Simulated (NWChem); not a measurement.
# C2H4BF2N; SMILES C=C(F)B(N)F

```xyz
10

C     -1.2007    -1.5387     0.1843
C     -0.0880    -0.8087    -0.0248
F      1.0812    -1.4503    -0.2770
B      0.0345     0.7666     0.0253
N     -1.0713     1.6095    -0.1666
F      1.2428     1.3140     0.2713
H     -1.1812    -2.6389     0.1504
H     -2.1524    -1.0398     0.4155
H     -1.9953     1.2704    -0.4274
H     -0.9976     2.6245    -0.0942
```
Atoms are numbered in this order, from 1.

Program: NWChem. Geometry: optimised at PBE-D3(BJ)/def2-SVP. B3LYP is NWChem's, with the RPA form of VWN correlation. Atomic charges in e: unrestrained fits to the electrostatic potential beside Mulliken populations; buried atoms are poorly determined by the fit.

Question: Predict the results for B3LYP/def2-SVP. Quantities: ESP C1; Mulliken C1; ESP C2; Mulliken C2; ESP F3; Mulliken F3; ESP B4; Mulliken B4; ESP N5; Mulliken N5; relative RMS misfit of the potential (%).

Answer: 
```json
{
 "ESP C1": "-0.45",
 "Mulliken C1": "-0.08",
 "ESP C2": "0.21",
 "Mulliken C2": "0.21",
 "ESP F3": "-0.21",
 "Mulliken F3": "-0.22",
 "ESP B4": "0.53",
 "Mulliken B4": "-0.03",
 "ESP N5": "-0.81",
 "Mulliken N5": "-0.09",
 "relative RMS misfit of the potential (%)": "23"
}
```
